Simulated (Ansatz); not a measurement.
The same path of CH7AlN2S (12 atoms, charge 0, multiplicity 1) was run 3 times with different band settings. The coordinate that changes most is the dihedral N2–Al3–S5–H12.

The calculation used RKS PBE/STO-3G in Ansatz.

Relaxed end points:

```xyz
12
Properties=species:S:1:pos:R:3
C -1.233 -1.135 0.763
N -0.535 0.170 0.776
Al 0.691 0.736 -0.347
N 1.235 -0.331 -1.612
S 1.516 2.680 -0.159
H -2.331 -1.051 0.561
H -1.129 -1.695 1.725
H -0.807 -1.780 -0.034
H -0.919 0.775 1.540
H 1.959 -0.100 -2.323
H 0.889 -1.298 -1.785
H 0.742 2.974 0.930
```

```xyz
12
Properties=species:S:1:pos:R:3
C -1.304 -1.286 0.764
N -0.707 0.056 0.936
Al 0.507 0.824 -0.071
N 1.202 -0.081 -1.392
S 1.133 2.798 0.383
H -2.387 -1.260 0.478
H -1.235 -1.913 1.686
H -0.771 -1.834 -0.041
H -1.180 0.564 1.720
H 1.900 0.283 -2.074
H 0.905 -1.033 -1.692
H 2.014 2.827 -0.662
```

Common settings: spring 5.0 eV/Å²; optimiser quadratic models (default); start path through a guess of the saddle point; force threshold 0.05 eV/Å; end points relaxed.

| run | movable images | climbing image | iteration limit |
| --- | --- | --- | --- |
| 1 | 7 | yes | 51 |
| 2 | 7 | yes | 6 |
| 3 | 6 | no | 60 |

(1) What does each run give, and how far can it be trusted?

## Answers

(1) Run 1: converged after 23 iterations, highest image 0.139 eV above the first end. A vibrational analysis at the climbing image gives one clearly imaginary mode, 206i cm⁻¹: a first-order saddle point.
Run 2: not converged after 6 iterations, highest image 18.947 eV above the first end. The band didn't meet its force threshold, so its energies are provisional: the largest band force was still 68.51 eV/Å, and over the last iterations the top moved between 18.95 and 69.56 eV.
Run 3: converged after 24 iterations, highest image 0.138 eV above the first end. No image climbed, so the highest image needn't sit at the top of the path.
Limits of this set-up: minimal basis.
